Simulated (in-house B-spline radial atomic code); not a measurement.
The numbers below are computed, except where a source is named.
**Softness against transferability: the 4d channel of Nb**

Nb, [Kr] 4d4 5s1, non-relativistic PBE, spherical and spin-unpolarised, from an all-electron radial atomic-structure program (B-spline basis) (atomic units). The all-electron 4d level is ε = -0.119006 hartree, its outermost node lies just inside 0.56 bohr and its outer maximum at 1.48 bohr.

Troullier-Martins pseudo-orbitals are made for several radii. The cutoffs (hartree) are the plane-wave energies beyond which the orbital holds less than the named kinetic energy per electron. The phase error is the difference, pseudo minus all-electron, of arctan(R P'/P) at R = 2.37 bohr for all radii, half a hartree below and above the level.

```json
{"r_c (bohr)": "1.11", "V_l(0) (hartree)": "-22.22", "cutoff for 10 mEh": "38", "for 1 mEh": "55.8", "for 0.1 mEh": "71", "phase error at ε − 0.5 (mrad)": "-0.4", "at ε + 0.5 (mrad)": "-1.2"}
{"r_c (bohr)": "1.28", "V_l(0) (hartree)": "-10.75", "cutoff for 10 mEh": "15.5", "for 1 mEh": "28.6", "for 0.1 mEh": "42", "phase error at ε − 0.5 (mrad)": "-0.3", "at ε + 0.5 (mrad)": "-0.7"}
{"r_c (bohr)": "1.48", "V_l(0) (hartree)": "-7.96", "cutoff for 10 mEh": "13.7", "for 1 mEh": "19.5", "for 0.1 mEh": "25.1", "phase error at ε − 0.5 (mrad)": "-0.2", "at ε + 0.5 (mrad)": "-0.4"}
{"r_c (bohr)": "1.67", "V_l(0) (hartree)": "-7.39", "cutoff for 10 mEh": "13.3", "for 1 mEh": "18.2", "for 0.1 mEh": "22.6", "phase error at ε − 0.5 (mrad)": "-0.1", "at ε + 0.5 (mrad)": "-0.2"}
{"r_c (bohr)": "1.86", "V_l(0) (hartree)": "-7.04", "cutoff for 10 mEh": "12.9", "for 1 mEh": "17.5", "for 0.1 mEh": "21.3", "phase error at ε − 0.5 (mrad)": "0.0", "at ε + 0.5 (mrad)": "+0.1"}
{"r_c (bohr)": "2.07", "V_l(0) (hartree)": "-6.63", "cutoff for 10 mEh": "12.3", "for 1 mEh": "16.4", "for 0.1 mEh": "19.5", "phase error at ε − 0.5 (mrad)": "+0.5", "at ε + 0.5 (mrad)": "+1.1"}
```

(1) Which radius needs the lowest cutoff for 0.1 mEh while both phase errors stay within 0.8 mrad?

(2) What does the larger radius buy, and what does it cost?

## Answers

(1) The radii within that limit are 1.28, 1.48, 1.67, 1.86 bohr; of these r_c = 1.86 needs the least, 21.3 hartree, that is 42.6 Ry or 580 eV.

(2) From r_c = 1.11 to 2.07 bohr the cutoff for 1 mEh goes from 55.8 to 16.4 hartree, a factor of 3.40, against 3.48 for a pure 1/r_c² scaling, end to end; step by step it is 55.8, 28.6, 19.5, 18.2, 17.5, 16.4, and for 0.1 mEh 71, 42, 25.1, 22.6, 21.3, 19.5; the number of plane waves goes as the cutoff to the power 3/2, here a factor of 6.3. The larger of the two phase errors is least at r_c = 1.86 bohr, 0.1 mrad; it is 1.2 at the smallest radius and 1.1 at the largest. These errors test the reference atom alone. The smallest radius lies well inside the outer maximum, where the nodeless form must bend sharply to keep the norm, so it is both harder and scatters less well than the next. Large radii also let the cores of neighbours overlap, which an atom doesn't show.
